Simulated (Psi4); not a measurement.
Cl2Co (SMILES [Cl][Co][Cl]), quartet, at a GFN2-xTB geometry (such geometries of metal compounds can be far from the true shape).

Psi4 was given this input:
```
memory 2 GB

molecule mol {
0 4
Co    0.000000    0.000000    0.000000
Cl   -0.000000   -0.000000   -1.947004
Cl    0.000000    0.000000    1.947004
}

set {
  basis def2-svp
  reference uks
  scf_type pk
  puream true
  d_convergence 1e-8
  dft_radial_points 99
  dft_spherical_points 590
}

energy('cam-b3lyp')
print_variables()
```

What does this run give for the total energy, <S^2>, number of basis functions, dipole moment, nuclear repulsion energy?


* **total energy**: -2302.880715 Ha
* **<S^2>**: 3.759
* **number of basis functions**: 67
* **dipole moment**: 0.00 D
* **nuclear repulsion energy**: 288.7774 Eh

These values belong to the state on which the SCF converged, which isn't shown to be the lowest.

Roughly what does it cost on one core?

about 26 core-seconds (a rough figure).
